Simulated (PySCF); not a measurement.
Species: C5H4F4O2.
Z-matrix (Å and degrees, PBE0-D3(BJ)/def2-SVP geometry), rows numbered from 1:
```
F 
C   1  1.3381
C   2  1.3355  1  125.14
O   3  1.3461  2  131.43  1    -0.12
C   4  1.3564  3  121.81  2    -2.72
C   5  1.3329  4  119.42  3   173.86
F   6  1.3302  5  121.05  4   177.56
O   6  1.3420  5  124.89  4    -5.40
C   8  1.3802  6  116.64  5   117.14
F   9  1.3377  8  109.90  6   -73.07
F   9  1.3246  8  106.44  6   169.26
H   2  1.0910  1  113.75  3   179.91
H   3  1.0910  2  117.50  1   179.70
H   5  1.0881  4  119.83  3    -5.65
H   9  1.1036  8  112.25  6    48.36
```

Level: wB97X-D/def2-SVPD in PySCF, non-relativistic, on one gas-phase PBE0-D3(BJ)/def2-SVP geometry that isn't relaxed in the solvent. The solvent is an IEF-PCM continuum (Bondi radii, 1.10 Å for H, scaled by 1.2), and excitations are vertical TDDFT with non-equilibrium linear response and a frozen core. Specific hydrogen bonds and non-electrostatic terms are outside this model.

Gas-phase singlets (H = HOMO, L = LUMO):

| state | E (eV) | λ (nm) | f | leading configuration |
| --- | --- | --- | --- | --- |
| S1 | 6.147 | 202 | 0.079 | H→L+1 64% |
| S2 | 6.227 | 199 | 0.555 | H→L 85% |
| S3 | 6.946 | 178 | 0.008 | H→L+2 54% |
| S4 | 7.233 | 171 | 0.005 | H→L+5 28% |
| S5 | 7.246 | 171 | 0.015 | H→L+3 78% |

Question: How does the list change in chloroform (ε = 4.711)?

Answer: 
```json
{"state": "S1", "E (eV)": "6.081", "λ (nm)": "204", "f": "0.562", "leading configuration": "H→L 85%", "change by rank (eV)": "-0.066"}
{"state": "S2", "E (eV)": "6.153", "λ (nm)": "201", "f": "0.160", "leading configuration": "H→L+1 64%", "change by rank (eV)": "-0.074"}
{"state": "S3", "E (eV)": "6.910", "λ (nm)": "179", "f": "0.008", "leading configuration": "H→L+2 50%", "change by rank (eV)": "-0.036"}
{"state": "S4", "E (eV)": "7.234", "λ (nm)": "171", "f": "0.034", "leading configuration": "H→L+3 96%", "change by rank (eV)": "+0.001"}
{"state": "S5", "E (eV)": "7.357", "λ (nm)": "169", "f": "0.006", "leading configuration": "H→L+5 33%", "change by rank (eV)": "+0.111"}
```

Question: The ground-state energy changes by -0.169 eV from gas to chloroform. By how much does the total energy of gas-phase S2 change?

Answer: E(S2) = E(S0) + excitation energy, so it changes by -0.169 − 0.146 = -0.315 eV: it is lowered more than the ground state, which is what a red shift means. This is the vertical state, with the slow part of the continuum still set for S0.

Question: How do the frontier levels move from gas to chloroform?

Answer: 
```
orbital  gas (eV)  solvent (eV)  change (eV)                   Löwdin shares, gas              Löwdin shares, solvent
 LUMO+2      2.44          2.57        +0.13  C9 17 %, F7 15 %, C6 13 %, H15 13 %  C9 14 %, F7 14 %, C6 12 %, C2 11 %
 LUMO+1      2.04          2.16        +0.12    C2 25 %, C3 17 %, C5 11 %, F1 8 %   C2 20 %, C3 14 %, C5 13 %, C6 9 %
   LUMO      1.67          1.80        +0.13   C6 20 %, C5 18 %, C3 17 %, C2 14 %  C6 22 %, C5 19 %, C3 15 %, C2 12 %
   HOMO     -8.45         -8.34        +0.11   O4 22 %, C2 17 %, C6 17 %, C5 13 %  O4 21 %, C2 18 %, C6 16 %, C5 12 %
 HOMO-1    -10.21        -10.08        +0.13   C3 22 %, C5 19 %, C2 18 %, C6 12 %  C3 22 %, C5 20 %, C2 17 %, C6 12 %
 HOMO-2    -12.26        -12.14        +0.12   O4 27 %, F1 14 %, O8 12 %, C5 11 %   O4 31 %, F1 17 %, C5 11 %, C2 9 %
 HOMO-3    -12.41        -12.36        +0.05    O8 44 %, O4 10 %, C9 9 %, H15 7 %  O8 50 %, C9 11 %, H15 8 %, F10 7 %
```

The HOMO–LUMO gap goes from 10.12 to 10.14 eV.

Hardware: an Arm Neoverse V1 with one thread, shared host. Cost: 82 s of wall time, 1.3 GiB resident at most. This is the whole response run at wB97X-D/def2-SVPD in chloroform, SCF included.

The pairwise dispersion term of wB97X-D wasn't added to the energies; at a given geometry it leaves orbitals and properties as they are.
